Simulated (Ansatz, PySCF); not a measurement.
H2O (SMILES O) and ClH3Si (SMILES [SiH3]Cl) are pulled apart as rigid monomers along the line of their centres of mass, from the B3LYP-D3(BJ)/def2-TZVP minimum. Starting geometry (charge 0, multiplicity 1):
```xyz
8

O      0.194    -0.243    -0.153
H      1.118    -0.325    -0.410
H      0.136     0.600     0.313
Si    -0.269    -1.063     2.933
Cl     0.009     1.002     2.914
H     -0.498    -1.434     4.345
H      0.958    -1.706     2.434
H     -1.446    -1.390     2.115
```

Interaction energies with rigid monomers; basis-set methods are counterpoise corrected unless marked otherwise.

Rows in 3-21G, 6-31G* carry no dispersion term and start afresh at each structure (6-31G* with six Cartesian d functions).

Run with Ansatz (Gaussian orbitals); PySCF for 3-21G rows, 6-31G* rows, the dispersion terms. Values without a source in brackets are computed.

| O1···Si4 (Å) | r2SCAN/def2-TZVPPD (kJ/mol) | r2SCAN-D4/def2-TZVPPD (kJ/mol) | B3LYP/3-21G (no counterpoise) (kJ/mol) | B3LYP/6-31G* (kJ/mol) | B3LYP-D4/def2-TZVPPD (kJ/mol) |
|---|---|---|---|---|---|
| 2.92 | -7.9 | -9.2 | ___ | 1.5 | -6.0 |
| 3.23 | -12.4 | -13.7 | -48.0 | -6.9 | -12.1 |
| 3.69 | -9.4 | -10.5 | -30.8 | -7.1 | -9.7 |
| 4.47 | -3.9 | -4.6 | -8.4 | -3.8 | -4.1 |
| 5.73 | -1.1 | ___ | -1.7 | -1.3 | -1.1 |

**Question.** Some entries are withheld; supply them.

**Answer.** 
- 2.92, B3LYP/3-21G (no counterpoise) (kJ/mol): -49.7
- 5.73, r2SCAN-D4/def2-TZVPPD (kJ/mol): -1.4

Ansatz is a program for electronic structure.
